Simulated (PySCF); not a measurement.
## Xenon: a sound run and one with changed settings

Sound run: Xe²⁺ [Kr] 4d10 5s2 5p4, Xe³⁺ [Kr] 4d10 5s2 5p3. Computed with PySCF 2.14 in x2c-SVPall (6s5p3d, 36 functions), with the spin-free X2C one-electron Hamiltonian (Gaussian nucleus). In the sound run the correlated levels freeze [Kr] 4d10. The sound run starts from symmetry-adapted Hartree-Fock orbitals and uses a fine grid where one is needed.

A second run was set up differently.

```json
{"species": "Xe²⁺", "method": "MP2", "sound run (hartree)": "-7441.54489", "changed run (hartree)": "-7441.56018", "converged": "yes"}
{"species": "Xe³⁺", "method": "MP2", "sound run (hartree)": "-7440.45269", "changed run (hartree)": "-7440.46659", "converged": "yes"}
```

Ionisation energy of Xe²⁺:

| method | sound run (eV) | changed run (eV) |
| --- | --- | --- |
| UHF | 29.375 | 29.375 |
| MP2 | 29.720 | 29.758 |
| SCS-MP2 | 29.714 | 29.732 |

What was changed?
A. too few SCF iterations
B. level shift left on
C. minimal basis
D. all electrons correlated in a valence basis

D. A valence basis has no tight correlating functions, so it recovers only part of the core correlation, and not evenly between atom and ion.
